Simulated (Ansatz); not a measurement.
MoNCl₃, 5 atoms. Hardware: 4 threads of Arm Neoverse V1 on a shared host.

In the def2 sets Mo takes a core potential; there is no spin–orbit coupling.

(1) How many basis functions does each of these Ansatz runs have, and roughly what does it cost? PBE0-D4/def2-SVP, charge 0 singlet, energy with a search over starts; r2SCAN-D4/def2-TZVPD, charge -1 doublet at the geometry of the charge 0 singlet, energy, from earlier orbitals; LC-ωPBE/def2-TZVP, charge 0 singlet, energy, from earlier orbitals; r2SCAN-D4/def2-TZVPD, charge 0 singlet, energy, from earlier orbitals; PBE0-D4/def2-SVP, charge 0 singlet, energy, from earlier orbitals; r2SCAN-D4/def2-TZVP, charge 1 doublet at the geometry of the charge 0 singlet, energy, from earlier orbitals; B3LYP-D4/def2-SVP, charge 0 singlet, frequencies; r2SCAN0-D4/def2-TZVP, charge 0 singlet, energy, from earlier orbitals; PBE0-D4/def2-TZVP, charge 1 doublet at the geometry of the charge 0 singlet, energy, from earlier orbitals; CAM-B3LYP-D4/def2-TZVP, charge 0 singlet, energy, from earlier orbitals; PBE-D4/def2-TZVP, charge 0 singlet, energy and forces, from earlier orbitals; HF/STO-3G, charge 0 singlet, energy.

Results:

(1) Other jobs shared the machine, so times can vary by a factor of up to 3. A dash marks memory too small to be measured apart from the calling script's.

| run | functions | fitting or Cholesky vectors | wall time | peak host memory (GiB) |
| --- | --- | --- | --- | --- |
| HF/STO-3G, charge 0 singlet, energy | 59 | 697 | 0.4 s | – |
| PBE0-D4/def2-SVP, charge 0 singlet, energy, from earlier orbitals | 99 | 943 | 1.6 s | – |
| PBE0-D4/def2-SVP, charge 0 singlet, energy with a search over starts | 99 | 943 | 2.1 s | – |
| PBE-D4/def2-TZVP, charge 0 singlet, energy and forces, from earlier orbitals | 182 | 1231 | 2.3 s | – |
| LC-ωPBE/def2-TZVP, charge 0 singlet, energy, from earlier orbitals | 182 | 1231 | 2.8 s | – |
| CAM-B3LYP-D4/def2-TZVP, charge 0 singlet, energy, from earlier orbitals | 182 | 1315 | 3.5 s | 0.57 |
| r2SCAN-D4/def2-TZVPD, charge 0 singlet, energy, from earlier orbitals | 215 | 1327 | 6 s | – |
| r2SCAN0-D4/def2-TZVP, charge 0 singlet, energy, from earlier orbitals | 182 | 1337 | 6 s | 0.56 |
| r2SCAN-D4/def2-TZVP, charge 1 doublet at the geometry of the charge 0 singlet, energy, from earlier orbitals | 182 | 1231 | 15 s | – |
| PBE0-D4/def2-TZVP, charge 1 doublet at the geometry of the charge 0 singlet, energy, from earlier orbitals | 182 | 1337 | 18 s | 1.1 |
| B3LYP-D4/def2-SVP, charge 0 singlet, frequencies | 99 | 1032 | 37 s | – |
| r2SCAN-D4/def2-TZVPD, charge -1 doublet at the geometry of the charge 0 singlet, energy, from earlier orbitals | 215 | 1327 | 56 s | 0.74 |
